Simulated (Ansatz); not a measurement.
Reaction (SMILES): C[OH+]C(C)C -> CC(C)C[OH2+]

Wanted: isomerisation energy (enthalpy at 298 K), in kcal/mol. Terms: non-relativistic; 6-311+G** with 5d; frozen cores in correlated levels; LANL2DZ all-electron up to Ne; no spin-orbit coupling; six Cartesian d functions in 6-31G* and its kin unless marked 5d. Basis-set limits of correlation are two-point, X^-3; Hartree-Fock from the larger set. Ab initio and DFT rows: single points at B3LYP-D3(BJ) geometries (Ansatz, a program for electronic structure), with unscaled harmonic terms from B3LYP/6-31G* (Ansatz) at its own minima.

Coupled cluster (Ansatz) is a level with limits of its own, used here on species with T1 under 0.025 (0.045 for open shells) and stable references: CCSD(T)/CBS(cc-pVTZ,cc-pVQZ).

Value to compare with, CCSD(T)/CBS(cc-pVTZ,cc-pVQZ) (Ansatz): 1.3 kcal/mol.

```
level         program  isomerisation energy (enthalpy at 298 K) (kcal/mol)  difference
------------  -------  ---------------------------------------------------  ----------
HF/STO-3G      Ansatz                                                 12.1        10.8
HF/3-21G       Ansatz                                                  6.8         5.5
HF/LANL2DZ     Ansatz                                                  4.2         2.9
HF/6-31G*      Ansatz                                                  6.6         5.3
HF/6-311+G**   Ansatz                                                  3.7         2.4
```

Among the 5 habitual levels, HF/STO-3G lies farthest from CCSD(T)/CBS(cc-pVTZ,cc-pVQZ) (Ansatz) (10.8 kcal/mol); 5 of 5 lie above it, and their mean absolute difference is 5.4 kcal/mol, the median 5.3. One case shows no general order.

The sets are all those run for this method; left out are runs that failed, that the program found above a lower state of the same kind, or whose <S^2> lies over 0.5 above the pure value.
